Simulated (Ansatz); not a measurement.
`[F][Ta]([F])([F])([F])[Cl]` at its PBE0-D4/def2-TZVP geometry, where that method's forces vanish. The species carries charge 0 and has multiplicity 1. Ta: def2 effective core potential.

```xyz
6

F     0.9543    1.2397   -0.9814
Ta   -0.0469    0.0210   -0.0243
F    -1.5908    0.7083   -0.8350
F    -0.4435   -1.6275   -0.7516
F    -0.7395    0.4908    1.6194
Cl    1.8665   -0.8323    0.9728
```

Question: What forces (eV/Å) does PBE-D4/def2-TZVPP give on these atoms in the Gaussian-basis code of Ansatz? (Estimate.)

Answer: Computed: 
```
F1   0.329  0.396 -0.314
Ta2  0.199 -0.089  0.102
F3  -0.513  0.229 -0.267
F4  -0.127 -0.538 -0.238
F5  -0.227  0.153  0.540
Cl6  0.339 -0.151  0.178
```
